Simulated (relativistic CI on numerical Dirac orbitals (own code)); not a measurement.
**Ligand-field terms of d6**

Computed with a parametric ligand-field model of a d^n configuration (Racah B and C, spin-orbit zeta, crystal field), exact diagonalisation.

Field parameters in Wybourne normalisation: D3d B²₀ = −7Dσ, B⁴₀ = −14Dq − 21Dτ, B⁴₃ = −14√(10/7) Dq; Oh B⁴₀ = 21Dq, B⁴₄ = √(5/14) B⁴₀; Td as Oh with Dq negative (B⁴₀ = 21Dq, B⁴₄ = √(5/14) B⁴₀). The field is a parameter set, without covalency.

Q: Ground term and bands for B = 780, C = 3830, ζ = 0 cm⁻¹, D3d, 10Dq = 21750, Dσ = 1200, Dτ = 10 cm⁻¹?

A: Ground term 1A1 with 0.07 electrons in the two orbitals of the cubic e set. Spin-allowed: 1A2 18517 cm⁻¹ (540 nm), 1E 19858 cm⁻¹ (504 nm), 1E 29407 cm⁻¹ (340 nm), 1A1 29456 cm⁻¹ (339 nm). Lowest spin-forbidden: 5A1 9179 cm⁻¹ (1089 nm), 3A2 10378 cm⁻¹ (964 nm), 3E 11550 cm⁻¹ (866 nm).

Q: Ground term and bands for B = 350, C = 1360, ζ = 0 cm⁻¹, Td, 10Dq = -8950 cm⁻¹?

A: Ground term 3T1 with 3.96 electrons in the two orbitals of the cubic e set. Spin-allowed: 3E 7795 cm⁻¹ (1283 nm), 3T1 8136 cm⁻¹ (1229 nm), 3T2 8501 cm⁻¹ (1176 nm), 3A1 9186 cm⁻¹ (1089 nm). Lowest spin-forbidden: 5E 596 cm⁻¹, 1T2 3926 cm⁻¹ (2547 nm), 1E 4447 cm⁻¹ (2248 nm).

Q: Ground term and bands for B = 400, C = 1660, ζ = 0 cm⁻¹, Td, 10Dq = -10200 cm⁻¹?

A: Ground term 3T1 with 3.96 electrons in the two orbitals of the cubic e set. Spin-allowed: 3E 8807 cm⁻¹ (1135 nm), 3T1 9235 cm⁻¹ (1083 nm), 3T2 9657 cm⁻¹ (1036 nm), 3A1 10397 cm⁻¹ (962 nm). Lowest spin-forbidden: 5E 157 cm⁻¹, 1T2 4707 cm⁻¹ (2124 nm), 1E 5285 cm⁻¹ (1892 nm).

Q: Ground term and bands for B = 350, C = 1610, ζ = 0 cm⁻¹, Oh, 10Dq = 4100 cm⁻¹?

A: Ground term 5T2 with 2.00 electrons in the two orbitals of the cubic e set. Spin-allowed: 5E 4100 cm⁻¹ (2439 nm). Lowest spin-forbidden: 3T1 4816 cm⁻¹ (2076 nm), 1A1 5025 cm⁻¹ (1990 nm), 3T2 6297 cm⁻¹ (1588 nm).

Q: Ground term and bands for B = 550, C = 2320, ζ = 0 cm⁻¹, Oh, 10Dq = 11650 cm⁻¹?

A: Ground term 1A1 with 0.07 electrons in the two orbitals of the cubic e set. Spin-allowed: 1T1 10320 cm⁻¹ (969 nm), 1T2 16658 cm⁻¹ (600 nm), 1E 21817 cm⁻¹ (458 nm), 1T2 21901 cm⁻¹ (457 nm). Lowest spin-forbidden: 5T2 3538 cm⁻¹ (2826 nm), 3T1 5251 cm⁻¹ (1905 nm), 3T2 8397 cm⁻¹ (1191 nm).
